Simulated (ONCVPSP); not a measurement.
## Ni: excitation energies, all-electron against ONCV

- Element: Ni (Z = 28)
- Generator: ONCVPSP 4.0.1
- Type: optimised norm-conserving Vanderbilt (ONCV)
- Functional: PBE
- Relativity: scalar-relativistic
- Frozen core: [Ne]
- Valence charge: 18
- Reference configuration: 3s2 3p6 3d8 4s1 (charge +1)
- Partial waves: 3s+4s: rc 1.05 bohr, ncon 4, nbas 9, qcut 10.8 1/bohr, 2 projectors; 3p: rc 0.95 bohr, ncon 4, nbas 8, qcut 13.4 1/bohr, 1 projector; 3d: rc 0.85 bohr, ncon 5, nbas 10, qcut 20.5 1/bohr, local; f scattering state at 0.06 Ha: rc 1.05 bohr, ncon 4, nbas 7, qcut 9.8 1/bohr, 2 projectors, debl 3.8 Ha
- Local potential: the d channel
- Core correction: none

Energies are relative to the spin-unpolarised reference configuration 3s2 3p6 3d8 4s1; without spin polarisation the order of configurations can differ from experiment.

Q: Give the all-electron excitation energy and the error of the potential for: 3s2 3p6 3d8 4s2; 3s2 3p6 3d8 4s0; 3s2 3p6 3d7 4s0; 3s2 3p5 3d8 4s2.

A:

```json
{"valence configuration": "3s2 3p6 3d8 4s2", "charge": "0", "ΔE all-electron (eV)": "-9.323", "error AE − PS (meV)": "+1.0"}
{"valence configuration": "3s2 3p6 3d8 4s0", "charge": "+2", "ΔE all-electron (eV)": "17.351", "error AE − PS (meV)": "-0.7"}
{"valence configuration": "3s2 3p6 3d7 4s0", "charge": "+3", "ΔE all-electron (eV)": "54.817", "error AE − PS (meV)": "-5.3"}
{"valence configuration": "3s2 3p5 3d8 4s2", "charge": "+1", "ΔE all-electron (eV)": "70.201", "error AE − PS (meV)": "-5.2"}
```
